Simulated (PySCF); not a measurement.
## Working out the ionisation energy of In+

In+ [Kr] 4d10 5s2 (1S) → In(2+) [Kr] 4d10 5s1 (2S). All numbers are calculated (PySCF 2.14, the spin-free X2C one-electron Hamiltonian (Gaussian nucleus), in ANO-RCC-VTZP (7s6p4d2f1g, 68 functions)). Frozen: [Ar] 3d10. Energies in hartree (1 hartree = 27.21139 eV):

```tsv
part	In+ (lower)	In(2+) (upper)
UHF	-5877.864573	-5877.239044
CCSD correlation	-0.648717	-0.591004
(T)	-0.016718	-0.011962
```

What does Hartree-Fock give?

(-5877.239044) − (-5877.864573) = 0.625529 hartree = 17.022 eV.

What do CCSD and CCSD(T) give?

The CCSD correlation energies differ by 0.057713 hartree = 1.570 eV and the triples by 0.004756 hartree = 0.129 eV, so CCSD gives 18.592 eV and CCSD(T) 18.721 eV.

Measured between the centres of the two terms (NIST): 18.870 eV, so CCSD(T) (valence and next inner shell) is off by -0.149 eV.

What remains against the reference includes basis incompleteness, the frozen core and higher excitations.
